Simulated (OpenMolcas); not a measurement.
# O II: effect of the basis set

```yaml
Program: OpenMolcas 26.06
Method: "SS-RASPT2, IPEA 0.25 Eh, imaginary shift 0.1 Eh (closed shells correlated: 1s)"
Active_space: 5 electrons in 9 orbitals (RAS2 2s 2p; RAS3 3d, at most 2 electrons)
State_averaging: 2S+1 = 4 odd, 1 root; 2S+1 = 2 odd, 8 roots; 2S+1 = 4 even, 3 roots; 2S+1 = 2 even, 9 roots
Spin-orbit_coupling: RASSI with atomic mean-field integrals over the reference wave functions, term energies averaged over their components
```

A. ANO-RCC-VTZP [4s3p2d1f], DKH2, point nucleus; CASPT2 step of the order of 14 core-seconds
B. ANO-R2 [4s4p2d1f], X2C, finite nucleus; CASPT2 step about 11 core-seconds
C. ANO-RCC-VQZP [5s4p3d2f1g], DKH2, point nucleus; CASPT2 step roughly 17 core-seconds
D. ANO-RCC [8s7p4d3f2g], DKH2, point nucleus; CASPT2 step of the order of 21 core-seconds

Energies in cm⁻¹ above 2s² 2p³ ⁴S°_3/2, the measured ground level; measured values from NIST Handbook of Basic Atomic Spectroscopic Data.

```csv
Level,A,B,C,D,Measured
2s² 2p³ ⁴S°_3/2,0.0,0.0,0.0,0.0,0.0
2s² 2p³ ²D°_3/2,27600,27510,27190,27070,26831
2s² 2p³ ²D°_5/2,27600,27510,27200,27080,26811
2s² 2p³ ²P°_3/2,41610,41400,41030,40870,40468
2s² 2p³ ²P°_1/2,41620,41400,41030,40880,40470
2s 2p⁴ ⁴P_5/2,120490,120380,120170,120320,119837
2s 2p⁴ ⁴P_3/2,120640,120530,120320,120460,120000
2s 2p⁴ ⁴P_1/2,120730,120610,120410,120550,120083
2s 2p⁴ ²D_3/2,167770,167480,166890,166850,165996
2s 2p⁴ ²D_5/2,167770,167480,166890,166850,165988
2s 2p⁴ ²S_1/2,199440,198830,197980,197720,195710
2s 2p⁴ ²P_3/2,216610,216080,215370,215090,212594
2s 2p⁴ ²P_1/2,216790,216250,215540,215260,212762
```

Deviations, from unrounded energies. A percentage is the sum of absolute deviations over the sum of measured energies, with the sign that they share, or ± where signs differ.

```tsv
Against measurement	Levels	A	B	C	D
mean absolute deviation (cm-1)	12	1800	1500	1000	950
other terms of the ground configuration (%)	4	+2.9	+2.4	+1.4	+1.0
other configurations (%)	8	+1.3	+1.1	+0.8	+0.8
```

D lies closest to measurement on these levels and A furthest from it. The largest miss of D in the table is 2s 2p⁴ ²P_1/2, by +2500 cm-1. The ranking rests on the paired levels alone, and a cruder setting can come out closer through cancelling errors.

Among A to D the level of the table that moves most is 2s 2p⁴ ²S_1/2, by 1700 cm-1 (lowest in D, highest in A). Moves below CASPT2's spread within the term are not significant.

CASPT2 does not keep the components of a term degenerate, so their means are used; among the terms shown or strongly mixed into the levels shown the widest spread is 29 cm-1 (2s 2p⁴ ²D, B). Active for correlation alone: 3d; no level in the range computed is led by a configuration that fills it, so any true level of that kind is missing. Computed and measured levels are paired by configuration, term and J; levels that our copy of the source lacks, or whose pairing is in doubt (as where it misses far off the trend of its configuration), stay unpaired and out of the deviations. Only configurations of the active space appear.

° marks odd parity.
